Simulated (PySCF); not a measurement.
# From computed data to an observable: chemical shift, span and skew from a shielding tensor

CH₄F₂O₂Si, SMILES CO[Si](O)(F)F. Atoms are numbered in the order given.

```xyz
10

C     -2.1314    -0.8470     0.3185
O     -1.2641     0.2300     0.0586
Si     0.3489     0.1700    -0.0515
O      0.9505    -0.7506     1.1536
F      0.8964     1.6726     0.0010
F      0.8454    -0.4185    -1.4637
H     -1.7392    -1.5015     1.1143
H     -2.2952    -1.4514    -0.5893
H     -3.1000    -0.4414     0.6433
H      1.8703    -1.0260     1.1098
```
Charge 0, spin multiplicity 1.

Geometry: PBE0-D3(BJ)/def2-SVP. This is a generated structure with no PubChem entry under its InChIKey; it may be hypothetical. The values are those of a single conformer.

GIAO shieldings from PBE0/pcSseg-1 run with PySCF, non-relativistic, no solvent. The symmetric part of the tensor of C1 has the principal values 103.6, 105.2, 184.2 ppm. The same nucleus in TMS has σ = 186.3 ppm at this level (PySCF, at its B3LYP-D3(BJ)/def2-TZVP geometry).

**Question.** Work out the isotropic shielding, the ¹³C shift against TMS, the span and the skew.

**Answer.** 
σ(iso) = (σ11 + σ22 + σ33)/3 = 131.0 ppm. δ = σ(ref) − σ(iso) = 186.3 − (131.0) = 55.3 ppm.
Span Ω = σ33 − σ11 = 80.6 ppm. Skew κ = 3(σ(iso) − σ22)/Ω = 0.96. Tumbling in solution averages the tensor to δ; in a static solid the shielding alone would spread this spin-1/2 line over Ω.
